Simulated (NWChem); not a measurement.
Species: C2H4ClFSi; SMILES F[SiH2]/C=C\Cl

```xyz
9

F     -0.0640     2.7580     0.0000
Si     0.4642     1.2174     0.0000
C     -1.0580     0.1376     0.0000
C     -1.0245    -1.1950     0.0000
Cl     0.4636    -2.0831     0.0000
H      1.2825     1.0144     1.2263
H      1.2825     1.0144    -1.2263
H     -2.0507     0.6039     0.0000
H     -1.9029    -1.8468     0.0000
```
Atoms are numbered in this order, from 1.

Computed with NWChem. The geometry was optimised at PBE0/def2-SVP. Level: PBE0/def2-SVP with SMD (1 M gas to 1 M solution), gas-phase geometry. Reactions with the solvent are ignored.

**Question.** Estimate the computed values for solvent toluene. Quantities: solvation free energy (kcal/mol); cavity-dispersion-structure term (kcal/mol); dipole in solution (D).

**Answer.** 
```json
{
 "solvation free energy (kcal/mol)": "-2.6",
 "cavity-dispersion-structure term (kcal/mol)": "-0.8",
 "dipole in solution (D)": "1.88"
}
```
